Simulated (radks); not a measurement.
Initial-state core-level shifts of the iridium ion Ir3+ when its valence configuration changes from [Xe] 4f14 5d6. Method: scalar-relativistic Kohn-Sham, PBE, spin-polarised, spherical densities, finite nucleus; open shells are filled with parallel spins first (spin-orbit coupling, left out, can overturn this in heavy ions); Fermi nuclear charge, rms radius 5.4032 fm; computed with a radial shooting solver on a logarithmic mesh with Libxc functionals. Shifts are changes of the shell-averaged eigenvalues in eV (positive: less bound); the change of the density at the nucleus, which sets a Mossbauer isomer shift, is in e/bohr^3, on a base of 1.948e+06.

4f13 5d6 6s1: 2p -17.028; 3s -18.871; 4s -16.952; 4p -16.465; density at nucleus +341.2
4f13 5d7: 2p -12.838; 3s -14.765; 4s -12.903; 4p -12.417; density at nucleus +114.3
4f11 5d7 6p2: 2p -52.152; 3s -58.139; 4s -51.404; 4p -49.810; density at nucleus +398.9
4f14 5d5 6p1: 2p -5.481; 3s -5.412; 4s -5.375; 4p -5.375; density at nucleus +17.1
4f13 5d6 6p1: 2p -18.523; 3s -20.381; 4s -18.466; 4p -17.977; density at nucleus +131.5
4f14 5d4 6p2: 2p -11.359; 3s -11.195; 4s -11.094; 4p -11.091; density at nucleus +34.8
4f14 5d5.5 6p0.5: 2p -2.728; 3s -2.696; 4s -2.679; 4p -2.679; density at nucleus +8.3
4f13 5d5 6p2: 2p -24.280; 3s -26.049; 4s -24.067; 4p -23.575; density at nucleus +151.7
4f14 5d5.5 6s0.5: 2p -1.978; 3s -1.940; 4s -1.920; 4p -1.921; density at nucleus +107.6
